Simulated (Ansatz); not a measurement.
Ansatz (a first-principles code) input:

Ansatz 0.2 input:
```yaml
crystal:
  periodic: [false, false, false]
  atoms:
    - {symbol: Ge, position_ang: [-0.00000000, -0.00000000, -1.59327959]}
    - {symbol: I, position_ang: [0.00000000, 0.00000000, 0.96198013]}
basis:
  gaussian:
    orbitals: def2-TZVP
hamiltonian:
  xc: b3lyp
  dispersion: d3bj
magnetization: {spin_polarized: true, initial_magnetization: 1}
phonons: {temperatures: {t_min: 298.15, t_max: 298.15, t_step: 100}}
```

**Question.** Which total energy does the run end on?

**Answer.** -2374.86133 Eh (B3LYP-D3(BJ)/def2-TZVP). The basis has 98 functions.
